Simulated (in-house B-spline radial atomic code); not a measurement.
## Correlation energy from the adiabatic connection: ω²r²/2 − Z/r, ω = 0.191, Z = -0.5

Two electrons in a singlet, external potential ω²r²/2 − Z/r, ω = 0.191, Z = -0.5 (atomic units). Full CI in B-splines (partial waves to l = 8, correlation up to 0.6 % small) with the density held fixed gives W(λ) = <V_ee>_λ − U, and E_c is the integral of W(λ) − W(0) from 0 to 1.

```json
{"λ": "0", "W(λ) − W(0) (hartree)": "0.00000"}
{"λ": "0.02", "W(λ) − W(0) (hartree)": "-0.00229"}
{"λ": "0.05", "W(λ) − W(0) (hartree)": "-0.00557"}
{"λ": "0.12", "W(λ) − W(0) (hartree)": "-0.01252"}
{"λ": "0.25", "W(λ) − W(0) (hartree)": "-0.02327"}
{"λ": "0.4", "W(λ) − W(0) (hartree)": "-0.03293"}
{"λ": "0.6", "W(λ) − W(0) (hartree)": "-0.04260"}
{"λ": "0.8", "W(λ) − W(0) (hartree)": "-0.04978"}
{"λ": "1", "W(λ) − W(0) (hartree)": "-0.05528"}
```

Q: Integrate the table by the trapezoid rule.

A: The strips give -0.00002, -0.00012, -0.00063, -0.00233, -0.00422, -0.00755, -0.00924, -0.01051, which sum to -0.03461 hartree. The direct value, W(1) − W(0) + T_c with T_c = 0.02050, is -0.03478; the curve is convex, so chords lie above it and the trapezoids fall short in size by 0.49 %.

Q: Now use only three numbers: W(0) = -0.26098, the initial slope W'(0) = -0.1167 (extrapolated from the first points) and the strong-coupling limit of the point-charge-plus-continuum model, W∞ = -0.34877. What do second-order theory and the interpolation W(λ) = W∞ + (W(0) − W∞)/√(1 + 2χλ) of Seidl, Perdew and Levy give?

A: Second order keeps the slope alone: E_c = W'(0)/2 = -0.05835, +68 % in size against -0.03478. Matching the slope fixes χ = W'(0)/(W∞ − W(0)) = -0.1167/(-0.08779) = 1.32931. Integrating, with s = √(1 + 2χ) = 1.912751, E_c = −(W(0) − W∞)(s − 1)/(s + 1) = −0.08779 × 0.912751/2.912751 = -0.02751 hartree, -20.9 % in size against the full result. At λ = 1 the formula gives W − W(0) = -0.04189 against -0.05528. Part of the miss can come from the model's W∞, which here lies above the computed W at λ = 10, -0.35447.
